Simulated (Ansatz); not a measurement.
The molecule CrCl, multiplicity 6 (the spin of the measured ground state). No spin–orbit coupling. Cr is treated without relativity. The T1 diagnostic near the minimum is 0.131, so single-reference values are doubtful.

D_e counts from the fitted minimum to each atom's lowest state at the same level, without counterpoise.

Correlated levels freeze the inner cores; with def2 sets outer-core shells near the valence are correlated too.

Run with Ansatz (Gaussian basis) for Hartree–Fock, density functionals and correlated methods. Each number belongs to the level named beside it.

PBE/def2-TZVPP gives 90.46 kcal/mol for the bond energy D_e.

Task: How do the other levels lie against it? Give each less PBE: r2SCAN/def2-TZVPP, B3LYP/def2-TZVPP, wB97M-V/def2-TZVPP, CCSD(T)/def2-QZVPP.

Result: r2SCAN/def2-TZVPP -1.31; B3LYP/def2-TZVPP -3.21; wB97M-V/def2-TZVPP 0.95; CCSD(T)/def2-QZVPP -2.27 kcal/mol. 1 of 4 lie above PBE; the widest gap is to B3LYP/def2-TZVPP.

Doubts at one or more of the structures used: T1 above 0.05 (CCSD(T)/def2-QZVPP).

Ansatz is an electronic-structure program.
